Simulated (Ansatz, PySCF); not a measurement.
Breaking a bond: AlH, singlet.

Levels of theory: RCCSD = CCSD on RHF/aug-cc-pVTZ, frozen core in Ansatz (a first-principles code); RHF/aug-cc-pVTZ (Ansatz); UHF/aug-cc-pVTZ (Ansatz); RCCSDT(Q) = CCSDT(Q) on RHF/aug-cc-pVTZ, frozen core run with Ansatz; UHF/3-21G = unrestricted Hartree-Fock/3-21G (PySCF).

Energies are in mEh, each relative to the lowest point of its own curve near equilibrium.

| R / Å | RCCSD | RHF | UHF | RCCSDT(Q) | UHF/3-21G |
|---|---|---|---|---|---|
| 1.23 | 64.0 | 64.7 | 62.9 | 64.2 | 70.6 |
| 1.34 | 29.5 | 29.7 | 28.5 | 29.6 | 34.0 |
| 1.41 | 16.0 | 16.1 | 15.2 | 16.2 | 19.3 |
| 1.51 | 4.9 | 4.8 | 4.3 | 5.0 | 6.5 |
| 1.56 | 2.0 | 1.9 | 1.6 | 2.1 | 3.0 |
| 1.60 | 0.6 | 0.6 | 0.4 | 0.7 | 1.2 |
| 1.66 | 0.0 | 0.0 | 0.0 | 0.0 | 0.0 |
| 1.70 | 0.3 | 0.4 | 0.5 | 0.3 | 0.0 |
| 1.79 | 2.7 | 3.1 | 3.4 | 2.6 | 2.1 |
| 1.85 | 5.3 | 5.9 | 6.3 | 5.1 | 4.6 |
| 1.91 | 8.5 | 9.4 | 9.8 | 8.3 | 7.8 |
| 2.05 | 17.4 | 19.1 | 19.6 | 17.0 | 17.1 |
| 2.25 | 31.9 | 34.9 | 35.4 | 31.2 | 32.9 |
| 2.51 | 50.8 | 56.0 | 55.4 | 49.6 | 51.0 |
| 2.74 | 66.2 | 73.7 | 66.5 | 64.4 | 60.4 |
| 2.98 | 80.2 | 90.6 | 73.5 | 77.6 | 66.2 |
| 3.33 | 96.7 | 112.2 | 78.8 | 92.7 | 70.9 |
| 3.71 | 109.3 | 131.8 | 81.4 | 103.3 | 73.2 |
| 4.07 | — | 147.2 | 82.5 | — | 74.2 |
| 4.41 | — | 159.4 | 83.0 | — | 74.7 |
| 5.04 | — | 177.2 | 83.3 | — | 75.1 |
| 5.77 | — | 192.1 | 83.4 | — | 75.2 |
| 6.61 | — | 204.1 | 83.4 | — | 75.3 |

At the longest distance, 6.61 Å, RHF lies highest above its minimum (204.1 mEh) and UHF/3-21G lowest (75.3 mEh).

A dash means that the run gave no value there, or that the column was ended at a point which the program doubted or which failed a test of continuity chosen for this set; such a test can also cut sound points.

The T1 diagnostic of CCSD on the restricted reference of RCCSD, RCCSDT(Q) exceeds 0.045 at 2.98 to 6.61 Å. The restricted form behind RHF keeps the bonding electrons paired and can't separate into open-shell fragments. The unrestricted determinant behind UHF is spin-contaminated at 1.23 to 1.91, 2.51 to 6.61 Å (<S²> up to 1.0, against 0.00 for a pure singlet). The unrestricted determinant behind UHF/3-21G is spin-contaminated at 1.23 to 1.66, 2.51 to 6.61 Å (<S²> up to 1.0, against 0.00 for a pure singlet).
